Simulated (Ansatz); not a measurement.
[MnF6]2- (MnF6²⁻), relaxed as a quartet with UKS PBE-D4/def2-SVPD in Ansatz, starting from the GFN2-xTB (ALPB water) geometry. Force threshold 0.02 eV/Å.

A multiply charged anion in the gas phase is held together partly by the finite basis. The highest occupied level of the charge -2 quartet lies above zero (up to 2.64 eV). The electron is either unbound and held by the finite basis, or the level is raised by self-interaction error.

Start:

```xyz
7

Mn    0.001    0.000    0.000
F     1.327   -1.032   -0.708
F    -1.328    1.030    0.706
F    -1.010   -1.491    0.278
F     1.010    1.493   -0.275
F    -0.738    0.193   -1.656
F     0.738   -0.193    1.656
```

(1) Estimate the energy that the relaxation releases and the steps that it takes.

(2) Does the start keep its bonding and symmetry?

(3) Predict the relaxed structure.

## Answers

(1) 1.7 kcal/mol, in 4 steps; 9.5 s on 4 threads of Intel Xeon 6975P-C on a shared host. No frequencies were taken in this run, so the end may be a saddle point.

(2) By distances, no bond broke or formed. The bond that changes most is Mn1–F4, from 1.82 to 1.86 Å (atoms count from 1). Point group Oh at the start, Oh at the end, both within 0.05 Å.

(3) 
Cartesian coordinates in Å:
```
Mn 0.0000 0.0000 0.0000
F 1.3528 -1.0506 -0.7228
F -1.3528 1.0506 0.7228
F -1.0306 -1.5213 0.2822
F 1.0306 1.5213 -0.2822
F -0.7509 0.1953 -1.6894
F 0.7509 -0.1953 1.6894
```
Bond lengths: 6 × F–Mn 1.86 Å.
